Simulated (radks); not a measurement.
The numbers below are computed, except where a source is named.
Species: Dy XXXV. Configuration: [Ar] 3d9.5 4s2 4p2 5p0.5 (fractional occupations, a model configuration). Level of theory: Dirac Kohn-Sham, BLYP, spin-unpolarised, spherical densities, point nucleus; open shells fill j = l - 1/2 first (a radial shooting solver on a logarithmic mesh with Libxc functionals).

Normalised radial functions P(r) = r R(r) (large component), r in bohr:

r,3d3/2,3d5/2,4p1/2
0.0007593,0.0000,0.0000,0.0082
0.001115,0.0001,0.0000,0.0126
0.001637,0.0002,0.0001,0.0197
0.002403,0.0004,0.0002,0.0315
0.003556,0.0010,0.0006,0.0524
0.005221,0.0026,0.0017,0.0876
0.007665,0.0069,0.0050,0.1473
0.01125,0.0185,0.0146,0.2444
0.01652,0.0484,0.0406,0.3897
0.02426,0.1227,0.1078,0.5735
0.03561,0.2930,0.2666,0.7276
0.0527,0.6471,0.6056,0.6802
0.07737,1.2250,1.1722,0.2158
0.1136,1.9098,1.8632,-0.6115
0.1668,2.2744,2.2595,-1.0740
0.2448,1.8660,1.8889,-0.2248
0.3595,0.9111,0.9420,1.3534
0.5278,0.2120,0.2249,1.6072
0.781,0.0155,0.0170,0.5689
1.147,0.0002,0.0003,0.0533
1.684,0.0000,0.0000,0.0008
2.472,0.0000,0.0000,0.0000

3d3/2: eigenvalue -2647.6 eV, 0 radial nodes, <r> = 0.204 bohr, 90 % of the charge inside 0.316 bohr. 3d5/2: eigenvalue -2609.0 eV, 0 radial nodes, <r> = 0.208 bohr, 90 % of the charge inside 0.321 bohr. 4p1/2: eigenvalue -1463.8 eV, 2 radial nodes at r = 0.0863, 0.259 bohr, <r> = 0.465 bohr, 90 % of the charge inside 0.664 bohr.
